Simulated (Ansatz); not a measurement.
`C=[C](F)[InH2]` + `C[SeH]` → `C[Se][InH2]` + `C=CF` at 400 K and 1 bar (ligand exchange at the In–C bond).

Gas-phase electronic energies from Ansatz, PBE0-D4/def2-TZVP geometries. CCSD(T)/CBS adds triple-zeta CCSD(T) − MP2 to the extrapolated MP2 energy (def2 sets, frozen cores). Elements past krypton have def2 core potentials. For In, Se outer-core shells are correlated without core-valence functions, which leaves a few kJ/mol of doubt a bond. Scalar relativity is left out up to krypton.

```tsv
species	CCSD(T)/CBS energy (Eh)	H − E (kJ/mol)	S (J/(mol·K))
`C=[C](F)[InH2]`	-368.04636	147.6	361.6
`C[SeH]`	-2441.15625	135.4	284.5
`C[Se][InH2]`	-2631.58862	160.0	378.5
`C=CF`	-177.66469	132.8	268.3
```

H − E and S are ideal-gas, rigid-rotor, harmonic terms from PBE0-D4/def2-TZVP. 1 Eh = 2625.50 kJ/mol, R = 8.31446 J/(mol·K).

Task: By hand: ΔE, ΔH, ΔS and ΔG.

Result: ΔE = (-2631.58862) + (-177.66469) − (-368.04636) − (-2441.15625) = -0.05070 Eh = -133.1 kJ/mol. Δ(H − E) = 160.0 + 132.8 − 147.6 − 135.4 = 9.8, so ΔH = -123.3 kJ/mol. ΔS = 378.5 + 268.3 − 361.6 − 284.5 = 0.7 J/(mol·K). ΔG = -123.3 − 400 × (0.7)/1000 = -123.6 kJ/mol.

Task: By hand: the equilibrium constant, and the temperature at which ΔG would vanish if ΔH and ΔS stayed fixed.

Result: log₁₀ K = −ΔG/(RT ln 10) = 16.1. ΔH and −TΔS have one sign here, so there is no such temperature.

The number of gas molecules stays the same, so ΔS is small and ΔH decides. A doubt of 5 kJ/mol in ΔE shifts log₁₀ K by 0.7 here. Modes under 60 cm⁻¹, often nearly free rotors, make the harmonic entropy too high. These are equilibria of isolated gas molecules and say nothing of rates. Largest T1 diagnostic: 0.014 (customary marks: 0.02 for closed shells, 0.045 for open ones).

ΔS is within the doubt of such terms, so its sign, and with it that verdict, could turn.
